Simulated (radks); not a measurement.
Q: All-electron atom: Zr in [Kr] 4d2 5s1 5p1 (not the ground configuration). Calculated with a radial shooting solver on a logarithmic mesh with Libxc functionals: Dirac Kohn-Sham, BLYP, spin-unpolarised, spherical densities, finite nucleus; open shells are shared between the two j in proportion to 2j + 1; Fermi nuclear charge, rms radius 4.2694 fm. Some entries of the table are withheld. Estimate them.

orbital      occ.  eigenvalue (hartree)  <r^2> (bohr^2)  <1/r> (bohr^-1)
1s1/2           2             -654.9275        0.001852            41.26
2s1/2           2             -90.76359         0.03111            9.341
2p1/2           2             -83.10096         0.02359            9.316
2p3/2           4             -79.94370         0.02498            8.913
3s1/2           2             -14.89677          0.2412            3.160
3p1/2           2             -12.04481          0.2416            3.055
3p3/2           4             -11.54214          0.2527            2.958
3d3/2           4              -6.51040             (1)            2.755
3d5/2           6              -6.41857             (2)            2.730
4s1/2           2              -2.04000           1.667            1.122
4p1/2           2              -1.27428           2.084           0.9981
4p3/2           4              -1.20852           2.183           0.9712
5s1/2           1              -0.18566           15.09           0.3536
4d3/2         0.8              -0.16843             (3)           0.6129
4d5/2         1.2              -0.16350             (4)           0.6060
5p1/2    0.333333              -0.07244           28.13           0.2599
5p3/2    0.666667              -0.06838           29.66           0.2527

A: 
(1) 3d3/2 <r^2> (bohr^2): 0.2458
(2) 3d5/2 <r^2> (bohr^2): 0.2495
(3) 4d3/2 <r^2> (bohr^2): 6.108
(4) 4d5/2 <r^2> (bohr^2): 6.256
